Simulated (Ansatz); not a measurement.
Species: BiF3, net charge -1, doublet state. SMILES of the parent species: [F][Bi]([F])[F]

Atoms: Bi1, F2, F3, F4. Bonds: Bi1-F2, Bi1-F3, Bi1-F4.

Bond lengths (Å) and angles (degrees) optimised at HF/6-31G* with LANL2DZ past Ar with Ansatz (an electronic-structure program); B3LYP/6-31G* with LANL2DZ past Ar with Ansatz; MP2/6-31G* with LANL2DZ past Ar with Ansatz, each started from the B3LYP-D3(BJ)/def2-TZVP structure (Ansatz) of the last column. A row stands for all coordinates that are equal there. 6-31G* holds six Cartesian d functions. At HF/6-31G* with LANL2DZ past Ar the structure is a saddle point. At B3LYP/6-31G* with LANL2DZ past Ar the structure is a saddle point. No wavenumbers were computed at MP2/6-31G* with LANL2DZ past Ar, so these may be saddle points.

```csv
coordinate,HF/6-31G* with LANL2DZ past Ar,B3LYP/6-31G* with LANL2DZ past Ar,MP2/6-31G* with LANL2DZ past Ar,B3LYP-D3(BJ)/def2-TZVP
Bi1-F2,2.090,2.107,2.099,2.185
F2-Bi1-F3,120.0,120.0,120.0,120.0
```

Mean signed difference of all 3 bond lengths from B3LYP-D3(BJ)/def2-TZVP: HF/6-31G* with LANL2DZ past Ar -0.094 Å, B3LYP/6-31G* with LANL2DZ past Ar -0.077 Å, MP2/6-31G* with LANL2DZ past Ar -0.086 Å.
